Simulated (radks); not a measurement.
Problem. These are the eigenvalues of the occupied orbitals of an atom or ion with whole-number occupations (eV). All-electron calculation, scalar-relativistic Kohn-Sham, PBE, spin-polarised, spherical densities, finite nucleus; Fermi nuclear charge, rms radius of each element as measured or else 0.836 A^(1/3) + 0.57 fm. Program: a radial shooting solver on a logarithmic mesh with Libxc functionals.

orbital  eigenvalue
1s up     -61447.29
1s down   -61447.02
2s up     -10596.85
2s down   -10595.94
2p up     -9367.025
2p down   -9366.190
3s up     -2563.249
3s down   -2559.662
3p up     -2192.432
3p down   -2188.777
3d up     -1740.497
3d down   -1737.376
4s up     -678.5718
4s down   -670.7461
4p up     -554.9490
4p down   -547.3052
4d up     -392.0877
4d down   -384.5558
5s up     -228.2282
5s down   -222.7838
4f up     -210.2357
4f down   -202.7695
5p up     -190.8921
5p down   -185.9421

Which element is it, and in what charge state? The configuration may be excited. Open shells, if any, are filled with parallel spins first.

Solution. Z = 70, ytterbium, charge +10: Yb10+ in [Kr] 4d9 4f9 5s2 5p4. The list shows which subshells hold electrons but not how many an open one holds; the 1s level, -2258.1 hartree, gives Z - s = 67.2 by -(Z - s)^2/2, which with screening and relativity narrows Z to a few neighbours, and the depths of the outer levels then fix element, charge and occupations together.
